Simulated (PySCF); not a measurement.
Stepwise substitution at one centre (Ge OH-OCH3). Isolated molecules, 0 K electronic values unless said otherwise. One relaxed conformer stands for each flexible species; it need not be the lowest. Strings in code marks are SMILES.

Method: ωB97X-D3(BJ)/def2-TZVP // PBE0-D3(BJ)/def2-SVP run with PySCF. Delta-SCF ions had no search for a lower state. Excitations are Tamm–Dancoff values on a coarser integration grid. The basis has no diffuse functions, so Rydberg states are missing or too high.

| species | brightest of the four lowest singlets (TDA) (eV) | vertical ionisation energy (Delta-SCF) (eV) | HOMO–LUMO gap (eV) | T1 excitation (TDA) (eV) | HOMO (eV) |
|---|---|---|---|---|---|
| 0 of 4 OH replaced by OCH3 (`[OH][Ge]([OH])([OH])[OH]`) | 8.41 | 12.00 | 13.56 | 7.40 | -11.84 |
| 1 of 4 OH replaced by OCH3 | 8.35 | 10.79 | 12.71 | 7.09 | ___ |
| 2 of 4 OH replaced by OCH3 | 8.06 | 10.64 | ___ | 7.07 | -10.72 |
| 3 of 4 OH replaced by OCH3 (`C[O][Ge]([OH])([O]C)[O]C`) | 8.10 | ___ | ___ | 7.05 | -10.64 |
| 4 of 4 OH replaced by OCH3 (`[Ge]([O]C)([O]C)([O]C)[O]C`) | – | ___ | ___ | 7.07 | -10.60 |

Task: Complete the blanks.

Result: 
- 1 of 4 OH replaced by OCH3, HOMO (eV): -10.85
- 2 of 4 OH replaced by OCH3, HOMO–LUMO gap (eV): 12.72
- 3 of 4 OH replaced by OCH3 (`C[O][Ge]([OH])([O]C)[O]C`), vertical ionisation energy (Delta-SCF) (eV): 10.50
- 3 of 4 OH replaced by OCH3 (`C[O][Ge]([OH])([O]C)[O]C`), HOMO–LUMO gap (eV): 12.82
- 4 of 4 OH replaced by OCH3 (`[Ge]([O]C)([O]C)([O]C)[O]C`), vertical ionisation energy (Delta-SCF) (eV): 10.41
- 4 of 4 OH replaced by OCH3 (`[Ge]([O]C)([O]C)([O]C)[O]C`), HOMO–LUMO gap (eV): 13.01
